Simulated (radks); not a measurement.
Results of a calculation; reference values are marked as such.
Problem. Level of theory: non-relativistic Kohn-Sham, PBE, spin-polarised, spherical densities, point nucleus; open shells are filled with parallel spins first (spin-orbit coupling, left out, can overturn this in heavy ions) (a radial shooting solver on a logarithmic mesh with Libxc functionals). Response by self-consistent Sternheimer equations with the Hartree and adiabatic LDA kernel. For heavy and open-shell atoms this level of theory can miss by tens of per cent. Rank Lu7+, Tb+, Hf8+, Er4+, Ho3+, Tm5+, Yb6+, Gd, Dy2+ (NIST ground configurations) by static dipole polarisability, largest first.

Solution. Gd 176.5, Tb+ 93.84, Dy2+ 7.710, Ho3+ 5.156, Er4+ 3.900, Tm5+ 3.162, Yb6+ 2.602, Lu7+ 2.168, Hf8+ 1.812 bohr^3.
